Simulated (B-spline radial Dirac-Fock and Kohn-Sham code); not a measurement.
**Magnetic form factor of the 4f shell of Gd⁺**

System: the Gd⁺ ion, configuration 1s2 2s2 2p6 3s2 3p6 3d10 4s2 4p6 4d10 4f8 5s2 5p6 6s1 (an excited configuration).

These are calculated numbers from a radial finite-basis atomic code; the model is Dirac-Fock orbitals of the configuration average with a finite nucleus. ⟨j_K⟩ is the integral of the 4f radial density with the spherical Bessel function j_K(4πsr), s = sin θ/λ.

```
s (Å⁻¹)     ⟨j0⟩    ⟨j2⟩    ⟨j4⟩    ⟨j6⟩
      0   1.0000  0.0000  0.0000  0.0000
   0.05   0.9812  0.0075  0.0000  0.0000
    0.1   0.9282  0.0280  0.0006  0.0000
   0.15   0.8498  0.0566  0.0024  0.0001
    0.2   0.7565  0.0881  0.0063  0.0005
   0.25   0.6579  0.1180  0.0122  0.0013
    0.3   0.5608  0.1435  0.0199  0.0027
   0.35   0.4697  0.1635  0.0287  0.0048
    0.4   0.3872  0.1776  0.0381  0.0076
   0.45   0.3142  0.1861  0.0473  0.0108
    0.5   0.2510  0.1898  0.0561  0.0145
    0.6   0.1520  0.1856  0.0711  0.0225
    0.7   0.0837  0.1710  0.0818  0.0306
    0.8   0.0389  0.1511  0.0879  0.0379
    0.9   0.0109  0.1295  0.0901  0.0440
      1  -0.0056  0.1083  0.0890  0.0487
    1.1  -0.0143  0.0888  0.0856  0.0519
    1.2  -0.0180  0.0717  0.0805  0.0537
    1.4  -0.0179  0.0448  0.0678  0.0539
    1.6  -0.0139  0.0267  0.0545  0.0508
```

Radial moments of the shell: ⟨r²⟩ = 1.039, ⟨r⁴⟩ = 3.124, ⟨r⁶⟩ = 22.66 in powers of bohr.
